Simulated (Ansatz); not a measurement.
Start from `[CH3][AlH][SiH2]Br` and change one atom or group to get `[CH3][AlH][SiH2]F`.

Ansatz, PBE0-D4/def2-TZVP geometries, multiplicity 1. Each molecule was computed in one conformer, which needn't be the lowest.

Scalar relativity is left out up to krypton.

```csv
property,`[CH3][AlH][SiH2]Br`
LUMO energy (ωB97M-V/def2-TZVPP) / eV,0.57
HOMO–LUMO gap (ωB97M-V/def2-TZVPP) / eV,9.82
HOMO energy (ωB97M-V/def2-TZVPP) / eV,-9.25
HOMO–LUMO gap (PBE0/def2-TZVPP) / eV,6.05
HOMO energy (B3LYP/def2-TZVPP) / eV,-7.07
HOMO energy (PBE0/def2-TZVPP) / eV,-7.26
```

**Question.** Give the same properties after the change, and the shifts. (Estimate.)

**Answer.** The calculation gave: 
```
                               property  `[CH3][AlH][SiH2]F`  shift
  LUMO energy (ωB97M-V/def2-TZVPP) / eV                -0.23  -0.80
HOMO–LUMO gap (ωB97M-V/def2-TZVPP) / eV                 9.15  -0.67
  HOMO energy (ωB97M-V/def2-TZVPP) / eV                -9.39  -0.14
   HOMO–LUMO gap (PBE0/def2-TZVPP) / eV                 5.51  -0.54
    HOMO energy (B3LYP/def2-TZVPP) / eV                -7.19  -0.12
     HOMO energy (PBE0/def2-TZVPP) / eV                -7.37  -0.11
```

With PBE0 the HOMO falls by 0.11 eV and the LUMO falls by 0.66 eV, so the gap narrows by about 0.55 eV. PBE moves the HOMO by -0.02 eV and ωB97M-V by -0.14 eV.

B3LYP here is the variant with VWN-RPA as its local correlation; programs differ in this.

Spin–orbit coupling is left out; it splits and shifts lone-pair levels of the heavy atoms by tenths of an eV.
